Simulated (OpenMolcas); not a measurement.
A calculation on O I.

- Program: OpenMolcas 26.06
- Method: CASSCF
- Basis: ANO-RCC-VQZP [5s4p3d2f1g]
- Scalar Hamiltonian: DKH2, point nucleus
- Active space: 4 electrons in 3 orbitals (2p)
- State averaging: 2S+1 = 3 even, 3 roots; 2S+1 = 1 even, 6 roots kept (CI in the orbitals of an earlier block)
- Spin-orbit coupling: RASSI with atomic mean-field integrals over the reference wave functions, term energies averaged over their components

Problem. Which level of the active space comes out lowest?

Solution. 2s² 2p⁴ ³P₂, with 100 % of that term; it is also the measured ground level.

Problem. How high does 2s² 2p⁴ ¹S₀ lie?

Solution. 44329 cm⁻¹ above the lowest level; measured 33793 cm⁻¹ above the ground level, so the calculation is off by +31 %.

Problem. How high does 2s² 2p⁴ ³P₀ lie?

Solution. 224 cm⁻¹ above the lowest level; measured 227 cm⁻¹ above the ground level, so the calculation is off by -1 %.

Problem. How high does 2s² 2p⁴ ¹D₂ lie?

Solution. 17777 cm⁻¹ above the lowest level; measured 15868 cm⁻¹ above the ground level, so the calculation is off by +12 %.

Measured values: NIST Handbook of Basic Atomic Spectroscopic Data.

Without dynamic correlation excited terms often stand tens of per cent too high (terms of higher spin than the ground term too low), and those without a measured partner can miss by more than the paired ones. Terms from blocks run as CI alone lack orbitals of their own. With the s shell closed, the reference lacks s² → p² mixing. Computed and measured levels are paired by configuration, term and J; levels that our copy of the source lacks, or whose pairing is in doubt (as where it misses far off the trend of its configuration), stay unpaired and out of the deviations. Only configurations of the active space appear.
